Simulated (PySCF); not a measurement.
**SiPH5SO3**

The system: SiPH5SO3, a small molecule; neutral, singlet. The structure, one conformer, was relaxed in the gas phase by PBE0-D3(BJ)/def2-SVP. No frequency run checks that it is a minimum.

SMILES: O=P(O)(O)S[SiH3]

```xyz
11

O     0.501    0.983    1.003
P     1.067    0.099   -0.047
O     2.058    0.816   -1.097
O     1.997   -1.107    0.458
S    -0.385   -0.850   -1.195
Si   -2.048   -0.261    0.080
H     1.700    1.666   -1.385
H     2.468   -0.854    1.264
H    -3.194   -0.953   -0.580
H    -2.262    1.209    0.049
H    -1.870   -0.776    1.462
```
Atom numbers follow the order of the file, from 1.

Shieldings: GIAO PBE0/pcSseg-2. Shifts are against computed references at the same level: H TMS (σ 31.24 ppm), Si TMS (σ 341.3 ppm). Core levels by delta-SCF with SCAN, pcX-2 on the ionised atom and pcseg-1 elsewhere, spin-free X2C (2p3/2 is the spin-free 2p value less a third of a first-order spin-orbit splitting); from the vacuum level, for chosen atoms.

Q: Give the shieldings and core levels atom by atom.

A: 
| atoms | bonded to | σ (ppm) | δ (ppm) | core level (eV) |
| --- | --- | --- | --- | --- |
| O1 | 1 P | 106.1 | - | 1s 537.17 |
| P2 | 3 O + 1 S | 266.2 | - | 2p3/2 139.98 |
| O3 | 1 P + 1 H | 175.0 | - | 1s 539.84 |
| O4 | 1 P + 1 H | 198.2 | - | 1s 539.93 |
| S5 | 1 P + 1 Si | 605.8 | - | 2p3/2 169.40 |
| Si6 | 1 S + 3 H | 397.6 | -56.3 | - |
| H7 | 1 O | 27.71 | 3.54 | - |
| H8 | 1 O | 27.80 | 3.45 | - |
| H9 H10 H11 | 1 Si | 26.59 | 4.65 | - |

Values are those of this one static structure, with the three H of a rotating XH3 group averaged; atoms that internal rotation interchanges would show their mean in an NMR spectrum.

Q: Which of O1, O3, O4 holds its core electrons tightest, and by how much against the loosest?

A: O4 (bonded to 1 P + 1 H), by 2.75 eV over O1 (bonded to 1 P).

Q: By CAM-B3LYP/def2-SVPD (TDDFT singlets, Tamm-Dancoff triplets, ionisation by delta-SCF), where does absorption start, and what does vertical ionisation take?

A: The first singlet with intensity lies at 6.56 eV (f 0.019); what lies below it is dark. The lowest singlet lies at 6.11 eV (f 0.001), the strongest of the first 6 at 7.51 eV (f 0.039), the lowest triplet at 5.67 eV; vertical ionisation takes 10.10 eV.
